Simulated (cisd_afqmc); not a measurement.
Input (AFQMC/CISD/def2-SVP; cisd_afqmc is a phaseless AFQMC code with CISD trial states that reads the integrals written by Ansatz):

Ansatz 0.2 input:
```python
import cisd_afqmc

open("ham.yaml", "w").write("""\
crystal:
  periodic: [false, false, false]
  atoms:
    - {symbol: Te, position_ang: [-0.00000000, -0.00000000, -0.57649326]}
    - {symbol: Cl, position_ang: [0.00000000, 0.00000000, 1.76339116]}
basis:
  gaussian:
    orbitals: def2-SVP
magnetization: {spin_polarized: true, initial_magnetization: 1}
correlation: {method: ccsd, electrons: outside_noble_gas, hamiltonian_folder: ham}
""")
rep = cisd_afqmc.ansatz("ham.yaml")
e_ccsd = rep["correlation"]["coupled_cluster"]["energy"]["hartree"]
out = cisd_afqmc.run("ham", e_ccsd, trial="CISD", walkers=200, populations=8, threads=8, dt=0.005, steps=40, early=36, settle=10, least=32,
    cut=5e-5, rank_cut=2e-4, target=0.0004, seconds=1500, seed=1, memory=17280, gpu=False)
```

Output:

```
orbitals 30, occupied [7, 6], factors 162 of 491, rank of the doubles 167 of 305
E(HF) = -726.354001
E(CCSD) on the cut factors = -726.585598, shift to the whole factors -0.000004
Energy of the trial state on the determinant = -726.585572
  tau behind 10.8 of longer steps, mean of the populations' last blocks
   2.0  -726.59245
   4.0  -726.59237
   6.0  -726.59163
   8.0  -726.59184
blocks 322 (1 outliers left out), error by blocks joined: 1: 0.00012, 2: 0.00015, 4: 0.00018, 8: 0.00021, 16: 0.00020
E(AFQMC/CISD) = -726.59189 +/- 0.00021
```
